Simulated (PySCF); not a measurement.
**CaS⁻: input and log**

State: ²Π (doublet), unpaired electrons π ↑, a second solution, started from another occupation.

An equivalent input (the run itself took its basis sets from the Basis Set Exchange, started from a PBE0 density and held the occupation σ 11α 11β, πx 4α 4β, πy 4α 3β):

```python
from pyscf import gto, dft
mol = gto.M(atom='Ca 0 0 0; S 0 0 2.413', basis={'Ca': 'def2-SVPD', 'S': 'def2-SVPD'},
            charge=-1, spin=1, verbose=4, symmetry='C2v')
mf = dft.UKS(mol, xc='PBE0')
mf.grids.atom_grid = (80, 434)
mf.grids.prune = dft.gen_grid.treutler_prune
mf.irrep_nelec = {'A1': (11, 11), 'B1': (4, 4), 'B2': (4, 3)}
mf.conv_tol = 1e-9
mf.max_cycle = 60
mf.diis_space = 10
mf.kernel()
```

The log (some set-up lines and the per-cycle HOMO/LUMO lines removed):

```
******** <class 'pyscf.dft.uks_symm.SymAdaptedUKS'> ********
method = SymAdaptedUKS
damping factor = 0
level_shift factor = 0
DIIS = <class 'pyscf.scf.diis.CDIIS'>
diis_start_cycle = 1
diis_space = 10
diis_damp = 0
SCF conv_tol = 1e-09
SCF conv_tol_grad = None
SCF max_cycles = 60
number electrons alpha = 19  beta = 18
Set gradient conv threshold to 3.16228e-05
init E= -1075.27232423499
cycle= 1 E= -1075.26771748816  delta_E= 0.00461  |g|= 0.00756  |ddm|= 0.0638
cycle= 2 E= -1075.26775569634  delta_E= -3.82e-05  |g|= 0.00589  |ddm|= 0.0755
cycle= 3 E= -1075.26779159806  delta_E= -3.59e-05  |g|= 0.000763  |ddm|= 0.0201
cycle= 4 E= -1075.26779202463  delta_E= -4.27e-07  |g|= 0.000143  |ddm|= 0.00174
cycle= 5 E= -1075.26779207379  delta_E= -4.92e-08  |g|= 7.15e-05  |ddm|= 0.00121
cycle= 6 E= -1075.26779208293  delta_E= -9.14e-09  |g|= 2.53e-05  |ddm|= 0.000455
cycle= 7 E= -1075.26779208611  delta_E= -3.18e-09  |g|= 1.26e-05  |ddm|= 0.000204
cycle= 8 E= -1075.26779208939  delta_E= -3.27e-09  |g|= 7.51e-06  |ddm|= 0.000297
cycle= 9 E= -1075.2677920913  delta_E= -1.91e-09  |g|= 7.96e-07  |ddm|= 0.00043
cycle= 10 E= -1075.2677920913  delta_E= -6.59e-12  |g|= 1.35e-07  |ddm|= 2.94e-05
Extra cycle  E= -1075.2677920913  delta_E= -2.05e-12  |g|= 6.16e-08  |ddm|= 1.4e-06
converged SCF energy = -1075.2677920913  <S^2> = 0.75419948  2S+1 = 2.0041951
```

Repeating this along the bond gives Re = 2.699 Å and ωe = 263 cm⁻¹.

A point of this curve took 0.94 CPU seconds beside 0.16 for the integrals, on Oxide Virtual Turin-like (shared host).

Counting both spins, an empty level lies below a filled one in this solution, because spin and occupation are held. The highest Kohn–Sham level is positive in this anion. Much of that is self-interaction error, but it also means that the finite basis helps to hold the extra electron.
